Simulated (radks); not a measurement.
Computed order of ionisation of titanium. At each step one electron was removed from each of the four highest sub-shells of the ion before, moves of one valence electron (up to charge 6) and the configuration listed by NIST were tried, and the lowest configuration was kept. Code: a radial shooting solver on a logarithmic mesh with Libxc functionals. Model: non-relativistic Kohn-Sham, PBE, spin-polarised, spherical densities, point nucleus. Open shells are filled with parallel spins first.

| species | lowest configuration found | NIST configuration | margin to the next tried (eV) | IE (eV) | NIST IE (eV) | kind |
|---|---|---|---|---|---|---|
| Ti | [Ar] 3d3 4s1 | [Ar] 3d2 4s2 lies 0.352 eV higher | 0.352 | 6.625 | 6.828 | exp. |
| Ti+ | [Ar] 3d3 | [Ar] 3d2 4s1 lies 0.384 eV higher | 0.384 | 14.347 | 13.576 | exp. |
| Ti2+ | [Ar] 3d2 | same | 4.711 | 27.733 | 27.492 | exp. |
| Ti3+ | [Ar] 3d1 | same | 10.342 | 43.765 | 43.267 | exp. |
| Ti4+ | [Ar] | same | 35.550 | 99.262 | 99.30 | exp. |
| Ti5+ | [Ne] 3s2 3p5 | same | 24.041 | 119.54 | 119.53 | semi-emp. |
| Ti6+ | [Ne] 3s2 3p4 | same | 24.298 | 140.23 | 140.7 | semi-emp. |
| Ti7+ | [Ne] 3s2 3p3 | same | 24.479 | 168.98 | 170.5 | semi-emp. |
| Ti8+ | [Ne] 3s2 3p2 | same | 16.582 | 192.30 | 192.1 | semi-emp. |
| Ti9+ | [Ne] 3s2 3p1 | same | 18.528 | 215.85 | 215.9 | exp. |
| Ti10+ | [Ne] 3s2 | same | 21.099 | 263.84 | 265.1 | semi-emp. |
| Ti11+ | [Ne] 3s1 | same | 451.68 | 291.35 | 291.50 | semi-emp. |
| Ti12+ | [Ne] | same | 459.36 | 788.08 | 787.67 | exp. |
| Ti13+ | [He] 2s2 2p5 | same | 79.957 | 863.35 | 864 | semi-emp. |

Reference values: NIST Atomic Spectra Database (exp. = measured, semi-emp. = semi-empirical, theory = theoretical value adopted there). Open shells are spherical and high-spin; term and fine-structure splittings are not resolved.
